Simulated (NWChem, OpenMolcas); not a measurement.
How basis sets differ on InHCl2O (SMILES [OH][In]([Cl])[Cl])

InHCl2O: 5 atoms, total charge 0, spin state singlet. SMILES: `[OH][In]([Cl])[Cl]`. Geometry: relaxed at PBE0-D4/def2-TZVP.

Each level gives the dipole moment (D). The values are calculated.

```csv
level,kind,program,value (D),CPU time
HF/ANO-RCC-MB (DKH2),Hartree–Fock,OpenMolcas,2.01,11 s
HF/STO-3G,Hartree–Fock,NWChem,2.40,5.5 s
HF/3-21G,Hartree–Fock,NWChem,2.50,12 s
HF/ANO-RCC-VDZ (DKH2),Hartree–Fock,OpenMolcas,2.00,15 s
HF/def2-SVP (core potential),Hartree–Fock,OpenMolcas,1.51,8.6 s
```

All-electron rows without a relativistic Hamiltonian named are non-relativistic, while core potentials hold scalar relativity, so basis and relativity change together. The values span 1.51 to 2.50 D. Magnitudes only. Sets without polarisation functions give poor dipoles. CPU times are rough (shared hosts, several kinds of processor and program).
